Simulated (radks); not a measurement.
The numbers below are computed, except where a source is named.
Valence configurations of neutral manganese (all share [Ar]). Level of theory: Dirac Kohn-Sham, PBEsol, spin-unpolarised, spherical densities, point nucleus; open shells fill j = l - 1/2 first (a radial shooting solver on a logarithmic mesh with Libxc functionals). Energies are relative to 3d5 4s2; eigenvalues in eV.

valence          E (eV)  e(3d3/2)  e(3d5/2)  e(4p1/2)  e(4p3/2)  e(4s1/2)
3d5 4s2           0.000    -6.833    -6.715         -         -    -5.121
3d5 4s1 4p1       3.850    -8.357    -8.238    -2.133         -    -6.080
3d5 4s1.5 4p0.5   1.899    -7.625    -7.507    -1.778         -    -5.630
3d4 4s2 4p1       7.699   -13.011         -    -2.642         -    -7.171
3d3 4s2 4p2      20.918   -19.972         -    -3.773         -    -9.043
3d3 4s1.5 4p2.5  23.617   -20.605         -    -4.038    -3.945    -9.380
3d6 4s1          -0.296    -3.430    -3.326         -         -    -4.137
3d4.5 4s2 4p0.5   3.236    -9.818    -9.692    -2.037         -    -6.177
3d7               1.258    -1.515    -1.423         -         -         -
3d6 4p1           3.034    -4.911    -4.805    -1.729         -         -

NIST lists [Ar] 3d5 4s2 as the ground configuration; this level of theory puts 3d6 4s1 lower, by 0.296 eV. The energies are those of spherical spin-averaged densities, not of single terms.
